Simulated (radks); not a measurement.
Excited configurations of Sr III: one electron is placed in a higher orbital outside [Ar] 3d10 4s2 4p5. The ground configuration is [Kr]. Calculated with a radial shooting solver on a logarithmic mesh with Libxc functionals: Dirac Kohn-Sham, LDA (Slater exchange, Perdew-Wang correlation), spin-unpolarised, spherical densities, finite nucleus; open shells fill j = l - 1/2 first; Fermi nuclear charge, rms radius 4.224 fm. Excitation = E - E(ground); binding = E(ion) - E, where the ion is the core of charge +3; n* = 3/sqrt(2 binding) in atomic units, and the quantum defect is n - n*.

[
 {"outer orbital": "4d3/2", "excitation (eV)": "23.201", "binding (eV)": "19.787", "n*": "2.488", "quantum defect": "1.512", "eigenvalue (eV)": "-15.047", "<r> (bohr)": "2.307"},
 {"outer orbital": "4f5/2", "excitation (eV)": "34.891", "binding (eV)": "8.097", "n*": "3.889", "quantum defect": "0.111", "eigenvalue (eV)": "-6.352", "<r> (bohr)": "5.380"},
 {"outer orbital": "5p1/2", "excitation (eV)": "27.852", "binding (eV)": "15.136", "n*": "2.844", "quantum defect": "2.156", "eigenvalue (eV)": "-12.649", "<r> (bohr)": "3.896"},
 {"outer orbital": "5d3/2", "excitation (eV)": "33.333", "binding (eV)": "9.655", "n*": "3.561", "quantum defect": "1.439", "eigenvalue (eV)": "-8.018", "<r> (bohr)": "5.558"},
 {"outer orbital": "6p1/2", "excitation (eV)": "34.635", "binding (eV)": "8.353", "n*": "3.829", "quantum defect": "2.171", "eigenvalue (eV)": "-7.121", "<r> (bohr)": "7.247"},
 {"outer orbital": "6d3/2", "excitation (eV)": "37.019", "binding (eV)": "5.969", "n*": "4.529", "quantum defect": "1.471", "eigenvalue (eV)": "-5.070", "<r> (bohr)": "9.577"},
 {"outer orbital": "6f5/2", "excitation (eV)": "39.149", "binding (eV)": "3.839", "n*": "5.648", "quantum defect": "0.352", "eigenvalue (eV)": "-3.244", "<r> (bohr)": "14.32"},
 {"outer orbital": "7s1/2", "excitation (eV)": "36.922", "binding (eV)": "6.067", "n*": "4.493", "quantum defect": "2.507", "eigenvalue (eV)": "-5.250", "<r> (bohr)": "10.37"},
 {"outer orbital": "7d3/2", "excitation (eV)": "38.917", "binding (eV)": "4.071", "n*": "5.484", "quantum defect": "1.516", "eigenvalue (eV)": "-3.504", "<r> (bohr)": "14.54"},
 {"outer orbital": "7f5/2", "excitation (eV)": "40.153", "binding (eV)": "2.835", "n*": "6.572", "quantum defect": "0.428", "eigenvalue (eV)": "-2.435", "<r> (bohr)": "20.27"}
]

The Delta-SCF ionisation energy is 42.988 eV (NIST Atomic Spectra Database: 42.884 eV, measured). Self-interaction in the functional shifts the binding energies and quantum defects, so they are the method's values and not measured ones. Spin polarisation and multiplet splitting are left out, so open shells lie too high by an amount that depends on their filling.

Beside tabulated values, note that spin-unpolarised runs miss the spin-polarisation part of the exchange energy of open shells.
